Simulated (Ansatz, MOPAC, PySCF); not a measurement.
Molecule: SbCl$_{2}$, charge 0, multiplicity 2. SMILES: [Cl][Sb][Cl]
Coordinates optimised at B3LYP-D3(BJ)/def2-TZVP (Ansatz, a program for electronic structure):
```
Sb
Cl 1 2.3629
Cl 1 2.3629 2 98.97
```
Charge 0, spin multiplicity 2.

Unscaled harmonic wavenumbers (cm⁻¹) in rising order, each level at the stationary point that it reaches from this structure (no distance between atoms moves by over 0.3 Å); the order of modes can differ between levels, and a negative number is imaginary. B3LYP-D3(BJ)/def2-TZVP (PySCF, at the structure above): 122, 346, 363.

PM7 (MOPAC): 105, 380, 381. Zero-point energy 1.2 against 1.2 kcal/mol.

HF/6-31G* with LANL2DZ past Ar (Ansatz): 132, 343, 357. Zero-point energy 1.2 against 1.2 kcal/mol.
